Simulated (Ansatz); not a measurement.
The same path of CH5ClOSiTe (10 atoms, charge 0, multiplicity 1) was run twice with different band settings. Lost on the way: Si2–H7. Made: O1–H7.

These are results of RKS PBE-D4/def2-SVP in Ansatz 0.2.0, not measurements.

Relaxed end points:

```xyz
10
Properties=species:S:1:pos:R:3
O 0.428 0.964 1.658
Si 0.526 -0.450 0.775
Cl 0.144 -2.016 2.085
C -0.776 -0.460 -0.586
Te -0.705 1.431 -1.702
H 0.127 1.709 1.096
H 1.890 -0.679 0.196
H -0.684 -1.303 -1.299
H -1.793 -0.483 -0.145
H 0.926 1.236 -2.075
```

```xyz
10
Properties=species:S:1:pos:R:3
O 0.980 0.801 1.164
Si 0.903 -1.074 0.329
Cl -0.121 -1.699 2.168
C -0.728 -0.579 -0.658
Te -0.410 1.272 -1.789
H 0.327 0.730 1.900
H 0.583 1.425 0.475
H -1.015 -1.368 -1.383
H -1.601 -0.372 -0.002
H 1.164 0.813 -2.202
```

Common settings: spring 5.0 eV/Å²; optimiser quadratic models (default); start path through a guess of the saddle point; force threshold 0.05 eV/Å; iteration limit 60; end points relaxed.

| run | movable images | climbing image |
| --- | --- | --- |
| 1 | 7 | yes |
| 2 | 4 | no |

Problem. What does each run give, and how far can it be trusted?

Solution. Run 1: converged after 17 iterations, highest image 2.775 eV above the first end. The profile has 2 maxima (images 5, 7) with wells between them (image 6): this band takes more than one step, which may be the mechanism or a detour left from its start path. A vibrational analysis at the climbing image gives one clearly imaginary mode, 1281i cm⁻¹: a first-order saddle point.
Run 2: not converged after 60 iterations, highest image 2.468 eV above the first end. The band didn't meet its force threshold, so its energies are provisional: the largest band force was still 1.17 eV/Å, and over the last iterations the top moved between 2.47 and 3.26 eV. Neighbouring images lie up to 2.5 Å apart, so the band is torn or far too coarse. Inner images lie below an end point, which means an intermediate or an end that isn't the lowest structure nearby.
The orbitals stay closed-shell, which can raise the energy where a bond breaks towards radicals; this wasn't checked here.
